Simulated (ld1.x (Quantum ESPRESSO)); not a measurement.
## F: one change to a PAW potential, before and after

| Item | Value |
| --- | --- |
| Element | fluorine |
| Generator | ld1.x (Quantum ESPRESSO) 7.5 |
| Type | PAW |
| Functional | PBEsol |
| Relativity | non-relativistic |
| Frozen core | [He] |
| Valence charge | 7 |
| Reference configuration | 2s2 2p4.75 (charge +0.25) |
| Partial waves | 2s (bound): rcut 0.65, rcutus 0.85 bohr; 2s channel at 2.6 Ry: rcut 0.65, rcutus 0.85 bohr; 2p (bound): rcut 1.35, rcutus 1.75 bohr; 2p channel at 3.25 Ry: rcut 1.35, rcutus 1.75 bohr; 3d channel at -0.1 Ry: rcut 1.05, rcutus 1.25 bohr |
| Local potential | all-electron potential smoothed inside 0.85 bohr (lloc = -2) |
| Core correction | Bessel-smoothed model core, default radius (core density twice the valence density) |
| Augmentation charge | BESSEL, radius 0.55 bohr |

Change: core correction Bessel-smoothed model core inside 0.52 bohr.

Cutoffs: the cutoffs (Ry, on a coarse ladder) from which the occupation-weighted sum of valence levels, in a spherical-Bessel basis at the reference potential, stays within 10 and 1 mRy of its value at 400 Ry; they do not see the model core or the augmentation charge, which bear on the density cutoff. Errors are all-electron minus pseudo energies relative to the spin-unpolarised reference configuration.

Task: Predict the effect on cutoff, ghosts and configuration errors.

Result: The potential gets neither clearly harder nor softer (25 Ry and 50 Ry → 25 Ry and 50 Ry); of the 7 tests that both files solve, the error grows in 1 and shrinks in 2 by more than 15 % and 0.3 meV (median size 5.0 → 4.9 meV); neither file shows a bound ghost. The default core radius of the base comes out at 0.29 bohr. A wider model core is smoother and lowers the density cutoff, which this test does not measure.

| quantity | base | changed |
| --- | --- | --- |
| cutoff, loose | 25 Ry | 25 Ry |
| cutoff, tight | 50 Ry | 50 Ry |
| bound ghosts | none | none |
| error for 2s2 2p5, meV [ΔE -3.25 eV] | +0.3 | +0.3 |
| error for 2s2 2p4, meV [ΔE 16.08 eV] | +2.7 | +2.6 |
| error for 2s2 2p3, meV [ΔE 54.37 eV] | +6.7 | +4.9 |
| error for 2s2 2p2, meV [ΔE 114.86 eV] | +1.9 | -7.1 |
| error for 2s1 2p5, meV [ΔE 34.97 eV] | +5.0 | +4.3 |
| error for 2s2 2p1, meV [ΔE 200.45 eV] | +76 | +38 |
| error for 2s1 2p6, meV [ΔE 15.36 eV] | +13 | +12 |
| s: phases at 1.91 bohr within 0.05 rad from the reference energy up to (Ry; the scan ends near 5) | to the end of the scan | to the end of the scan |
| p: phases at 1.91 bohr within 0.05 rad from the reference energy up to (Ry; the scan ends near 5) | to the end of the scan | to the end of the scan |
| d: phases at 1.91 bohr within 0.05 rad from the reference energy up to (Ry; the scan ends near 5) | to the end of the scan | to the end of the scan |
| lowest overlap eigenvalue by channel | s 0.56, p 0.81, d 0.87 | s 0.56, p 0.81, d 0.87 |
